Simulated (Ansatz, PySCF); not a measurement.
In(Cl)(vinyl)(OH) (C2H4ClInO), SMILES C=[CH][In]([OH])[Cl].

Coordinates come from a B3LYP-D3(BJ)/def2-SVP optimisation. The structure was generated by enumeration; whether it is a known compound was not checked. The def2 effective core potentials stand for the cores of In; spin–orbit coupling is left out. Other conformers were not sampled.

Vertical ionisation energy (IE) and electron affinity (EA) in eV. Rows of orbital energies are one-electron estimates. Where ΔSCF, EOM or ADC give a negative EA the extra electron is unbound and the value depends on the basis.

```tsv
level	IE	EA
−ε(HOMO), −ε(LUMO), M06-2X/def2-TZVP (PySCF)	9.65	1.10
−ε(HOMO), −ε(LUMO), PBE/def2-TZVP (PySCF)	6.93	2.49
ΔSCF, CAM-B3LYP/def2-SVPD (Ansatz), final states of multiplicity 2 and 2	10.69	0.18
ΔSCF, PBE/def2-SVPD (Ansatz), final states of multiplicity 2 and 2	…	…
```

Some entries are withheld; supply them. (The exact figures need the calculation; the answer reports its results.)


- ΔSCF, PBE/def2-SVPD (Ansatz, a program for electronic structure), final states of multiplicity 2 and 2, IE: 9.83
- ΔSCF, PBE/def2-SVPD (Ansatz), final states of multiplicity 2 and 2, EA: 0.30

What vertical singlet–triplet gap does ΔSCF give with CAM-B3LYP/def2-SVPD (Ansatz) and with PBE/def2-SVPD (Ansatz)? (An estimate is asked for; the answer gives what the named calculation found.)

4.15 and 4.18 eV (triplet above singlet where positive).
